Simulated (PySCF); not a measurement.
## Computed vibrations of [BiCl4]−

[BiCl4]− (singlet). PySCF 2.14.0, RKS PBE, Bi def2-SVP with ECP60, Cl def2-SVP; non-relativistic Hamiltonian with scalar-relativistic core potentials where named; density fitting; no spin-orbit coupling. Central differences of gradients.

```xyz
5

Bi    0.0000    0.0000    0.0000
Cl    2.6505    0.0000    0.0000
Cl    0.0000    2.6505    0.0000
Cl   -2.6505    0.0000    0.0000
Cl    0.0000   -2.6505    0.0000
```

Run from Python with OMP_NUM_THREADS=2. Where DIIS fails, smearing, a level shift and second-order steps follow.
It took 13 s on 2 threads of Arm Neoverse V1, on a shared host.

(1) What are the harmonic wavenumbers and infrared intensities?

(2) Is this a minimum?

## Answers

(1) Modes are labelled in D4h; negative numbers are unstable modes, those under 60 cm⁻¹ near the noise; a finer grid moves soft modes by up to 10 cm⁻¹.
| cm⁻¹ | km/mol | symmetry |
| --- | --- | --- |
| -88 | – | a2u |
| -64 | – | b2u |
| 77 | 1.7 | eu |
| 77 | 1.7 | eu |
| 103 | 0.0 | b2g |
| 237 | 0.0 | b1g |
| 244 | 137.8 | eu |
| 244 | 137.8 | eu |
| 264 | 0.0 | a1g |

(2) No: 2 unstable; the lowest moves the atoms so:
```
Bi   0.00  0.00  0.32
Cl   0.00  0.00 -0.47
Cl   0.00  0.00 -0.47
Cl   0.00  0.00 -0.47
Cl   0.00  0.00 -0.47
```
